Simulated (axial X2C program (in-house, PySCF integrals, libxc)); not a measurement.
**Density and ELF of TaN**

All values were computed with an in-house all-electron X2C program for linear molecules (integrals from PySCF). Spin-free means the one-electron spin-free X2C Hamiltonian. Basis: Ta dyall-cv3z [13s14p9d7f4g], N dyall-av3z [7s7p3d2f] (cores contracted in-house); Gaussian nuclei, density fitting, unrestricted open shells. Masses: Ta 180.948 u, N 14.003 u.

PBE0, spin-free, state M_S = 0, Λ = 0 (closed shell); Ta at z = 0, N at z = 1.663 Å.

The maps cover the half plane through the axis: z from -2.4 to 3.6 Å along the bond, ρ from 0.15 to 2.25 Å away from it.

log10 of the density in e/bohr³:

```
 ρ\z  -2.4  -1.8  -1.2  -0.6   0.0   0.6   1.2   1.8   2.4   3.0   3.6
0.15  -2.9  -2.2  -1.4  -0.1   1.8  -0.1  -0.3   0.2  -0.9  -2.0  -3.0
0.45  -2.9  -2.3  -1.6  -0.4   0.4  -0.4  -0.6  -0.5  -1.1  -2.1  -3.1
0.75  -3.0  -2.4  -1.8  -1.0  -0.5  -0.9  -1.0  -1.0  -1.5  -2.4  -3.3
1.05  -3.1  -2.5  -2.0  -1.5  -1.2  -1.4  -1.4  -1.5  -1.9  -2.7  -3.5
1.35  -3.2  -2.7  -2.2  -1.8  -1.7  -1.8  -1.9  -2.0  -2.4  -3.0  -3.8
1.65  -3.4  -2.9  -2.4  -2.1  -2.0  -2.1  -2.3  -2.5  -2.8  -3.4  -4.0
1.95  -3.6  -3.1  -2.7  -2.4  -2.3  -2.5  -2.7  -2.9  -3.3  -3.8  -4.4
2.25  -3.8  -3.3  -3.0  -2.7  -2.7  -2.8  -3.0  -3.3  -3.7  -4.1  -4.7
```

Electron localisation function (collinear form, no current term, damped to 0 at low density):

```
 ρ\z  -2.4  -1.8  -1.2  -0.6   0.0   0.6   1.2   1.8   2.4   3.0   3.6
0.15  0.37  0.32  0.28  0.62  0.26  0.48  0.77  0.18  0.93  0.75  0.24
0.45  0.37  0.35  0.22  0.60  0.35  0.46  0.80  0.73  0.90  0.69  0.19
0.75  0.38  0.42  0.20  0.32  0.54  0.26  0.74  0.81  0.81  0.55  0.11
1.05  0.36  0.50  0.30  0.17  0.20  0.18  0.62  0.66  0.61  0.35  0.04
1.35  0.29  0.58  0.53  0.33  0.23  0.23  0.44  0.43  0.34  0.16  0.01
1.65  0.17  0.60  0.71  0.65  0.48  0.30  0.27  0.21  0.14  0.04  0.00
1.95  0.06  0.51  0.76  0.79  0.63  0.32  0.15  0.08  0.04  0.01  0.00
2.25  0.01  0.26  0.67  0.77  0.62  0.27  0.08  0.03  0.01  0.00  0.00
```

The state is one determinant whose occupation by symmetry is held fixed; it was picked as the lowest of a PBE0 search that is not exhaustive. Other states lie close and PBE0, whose exact exchange favours high spin, may order them wrongly; the determinant shown need not be the ground state. The nearest other spin-free determinant of the search, M_S = 1, Λ = 2, lies 0.25 eV up at the distance of the search.
